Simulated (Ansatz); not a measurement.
```yaml
crystal:
  periodic: [false, false, false]
  atoms:
    - {symbol: O, position_ang: [-0.504259, 4.019611, -1.161499]}
    - {symbol: Si, position_ang: [0.001092, 0.276830, -1.201473]}
    - {symbol: O, position_ang: [3.623301, -0.322589, -1.976363]}
    - {symbol: F, position_ang: [-2.147384, -1.135679, -3.854442]}
    - {symbol: Si, position_ang: [-1.450429, -2.133329, 3.355318]}
    - {symbol: H, position_ang: [-2.577877, 4.795547, -1.184988]}
    - {symbol: H, position_ang: [4.646868, 1.103223, -3.332279]}
    - {symbol: H, position_ang: [-1.717403, -5.550951, 3.192755]}
    - {symbol: H, position_ang: [0.330524, -1.159619, 6.123704]}
basis:
  gaussian: {orbitals: "6-31G*", point_charges: [{charge: -1.00, position_ang: [6.960, -0.971, 0.903]}]}
magnetization: {spin_polarized: true, initial_magnetization: 1}
hamiltonian: {xc: {name: PBE}, dispersion: d4}
accuracy: high
output: {forces: true}
```

```sh
$ ansatz run in.yaml --threads 2 --pin off --events-out ev --progress --plain --max-ram 20480MiB --backend cpu
```

It prints (some lines left out):

```
Functional definition: PBE
1486 factors; integrals over basis functions are off by at most 3.4e-8 eV
mean field evaluation 1: about -22516.9329 eV, gradient 9.6e1 eV
mean field evaluation 2: about -21186.9181 eV, gradient 1.6e2 eV
mean field evaluation 4: about -22319.5473 eV, gradient 1.5e2 eV
mean field evaluation 8: about -22580.6808 eV, gradient 2.1e1 eV
mean field evaluation 16: about -22586.8338 eV, gradient 5.1e-1 eV
mean field evaluation 32: about -22586.9063 eV, gradient 4.7e-8 eV
mean field -22586.90633209 eV, -830.0534977492 hartree, gradient 4.7e-8 eV, S^2 5.370318; 12 other end points of the search recorded, 0 dependent functions left out
reference -22586.90633875 eV, -830.0534979939 hartree; 29, 28 occupied and 62, 63 virtual orbitals, 1486 factors
Total energy: -22586.98387880 eV, -830.0563475384 hartree
Atom 0 at    -0.504259     4.019611    -1.161499 Å, force    -0.799291    -0.093627    -0.004980 eV/Å
Atom 1 at     0.001092     0.276830    -1.201473 Å, force    -0.088598     0.069968    -0.545751 eV/Å
Atom 2 at     3.623301    -0.322589    -1.976363 Å, force     0.097806     0.635891    -0.529460 eV/Å
Atom 3 at    -2.147384    -1.135679    -3.854442 Å, force     0.402523     0.284663     0.532645 eV/Å
Atom 4 at    -1.450429    -2.133329     3.355318 Å, force     0.157773    -0.170986     0.124594 eV/Å
Atom 5 at    -2.577877     4.795547    -1.184988 Å, force     0.854802    -0.339368     0.003357 eV/Å
Atom 6 at     4.646868     1.103223    -3.332279 Å, force    -0.447474    -0.616884     0.632487 eV/Å
Atom 7 at    -1.717403    -5.550951     3.192755 Å, force     0.017946     0.278558     0.013859 eV/Å
Atom 8 at     0.330524    -1.159619     6.123704 Å, force    -0.139275    -0.071964    -0.205716 eV/Å
Dipole moment:     0.917087    -0.012394     1.036618 e Å
```

**Question.** Something in this input is off. What?

**Answer.** The geometry is stretched to more than twice its size. The calculation finished and met its thresholds. The result belongs to that input, not to the molecule as meant.
